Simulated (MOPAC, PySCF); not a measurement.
[Ta(OH)5], neutral singlet in the gas phase. 

Cartesian coordinates (Å):
```xyz
11

Ta     0.0289    -0.1913    -0.2220
O      1.9187    -0.5833    -0.3807
H      2.2270    -1.4942    -0.2180
O     -0.3437    -2.0309     0.3037
H     -0.7694    -2.3440     1.1204
O      0.2777     1.6872    -0.4791
H      0.3009     2.6496    -0.3838
O     -0.8140     0.1880     1.5144
H     -0.8843     1.1273     1.7655
O     -1.0224    -0.3976    -1.8343
H     -1.4218    -1.2658    -2.0294
```
Charge 0, spin multiplicity 1.

All levels are single points at this geometry (BP86-D3(BJ)/def2-SVP); Pople sets use spherical d functions. Orbital energies aren't observables, and empty levels follow the basis.

PM7 in MOPAC gives HOMO (eV) = -9.79.

Problem. Estimate the HOMO (eV) from each of these levels: B3LYP-D3(BJ)/def2-TZVP in PySCF; PBE-D3(BJ)/def2-TZVP in PySCF; TPSSh-D3(BJ)/def2-TZVP in PySCF; B3LYP/6-311+G** (LANL2DZ on Ta) in PySCF; B3LYP/6-31G* (LANL2DZ on Ta) in PySCF; B3LYP/LANL2DZ in PySCF; BP86/6-31G* (LANL2DZ on Ta) in PySCF; M06-2X/6-31G* (LANL2DZ on Ta) in PySCF; PBE/6-31G* (LANL2DZ on Ta) in PySCF; SVWN5/6-31G* (LANL2DZ on Ta) in PySCF; HF/6-31G* (LANL2DZ on Ta) in PySCF; PM6 in MOPAC.

Solution. 
```csv
level,HOMO (eV)
B3LYP-D3(BJ)/def2-TZVP in PySCF,-8.32
PBE-D3(BJ)/def2-TZVP in PySCF,-6.91
TPSSh-D3(BJ)/def2-TZVP in PySCF,-7.65
B3LYP/6-311+G** (LANL2DZ on Ta) in PySCF,-8.52
B3LYP/6-31G* (LANL2DZ on Ta) in PySCF,-8.01
B3LYP/LANL2DZ in PySCF,-8.29
BP86/6-31G* (LANL2DZ on Ta) in PySCF,-6.71
M06-2X/6-31G* (LANL2DZ on Ta) in PySCF,-10.02
PBE/6-31G* (LANL2DZ on Ta) in PySCF,-6.59
SVWN5/6-31G* (LANL2DZ on Ta) in PySCF,-6.76
HF/6-31G* (LANL2DZ on Ta) in PySCF,-12.77
PM6 in MOPAC,-9.64
```
